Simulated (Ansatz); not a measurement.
`C[CH2][InH][SH]` + HCl → `C[CH2][InH][Cl]` + H₂S at 700 K and 1 bar (ligand exchange at the In–S bond).

Gas-phase electronic energies from Ansatz, PBE0-D4/def2-TZVP geometries. CBS: MP2 limit from def2 TZ/QZ plus the TZ coupled-cluster correction, frozen cores. This one scheme is used for every species. Elements past krypton have def2 core potentials. For In outer-core shells are correlated without core-valence functions, which leaves a few kJ/mol of doubt a bond. One conformer a species, not always the lowest.

```
          species  CCSD(T)/CBS energy (Eh)  H − E (kJ/mol)  S (J/(mol·K))
`C[CH2][InH][SH]`               -667.92823           290.0          486.5
              HCl               -460.38127            38.4          211.8
`C[CH2][InH][Cl]`               -729.34923           261.3          477.1
              H₂S               -398.97279            64.8          236.9
```

H − E and S are ideal-gas, rigid-rotor, harmonic terms from PBE0-D4/def2-TZVP, for one conformer and one mirror image of each species. 1 Eh = 2625.50 kJ/mol, R = 8.31446 J/(mol·K).

Task: By hand: ΔE, ΔH, ΔS and ΔG.

Result: ΔE = (-729.34923) + (-398.97279) − (-667.92823) − (-460.38127) = -0.01252 Eh = -32.9 kJ/mol. Δ(H − E) = 261.3 + 64.8 − 290.0 − 38.4 = -2.3, so ΔH = -35.2 kJ/mol. ΔS = 477.1 + 236.9 − 486.5 − 211.8 = 15.7 J/(mol·K). ΔG = -35.2 − 700 × (15.7)/1000 = -46.2 kJ/mol.

Task: By hand: the equilibrium constant, and the temperature at which ΔG would vanish if ΔH and ΔS stayed fixed.

Result: log₁₀ K = −ΔG/(RT ln 10) = 3.4. ΔH and −TΔS have one sign here, so there is no such temperature.

ΔH outweighs TΔS. A doubt of 5 kJ/mol in ΔE shifts log₁₀ K by 0.4 here. Other conformers and mirror images would add mixing entropy, several J/(mol·K) or more a flexible species. Modes under 60 cm⁻¹, often nearly free rotors, make the harmonic entropy too high. These are equilibria of isolated gas molecules and say nothing of rates. Largest T1 diagnostic: 0.013 (customary marks: 0.02 for closed shells, 0.045 for open ones).
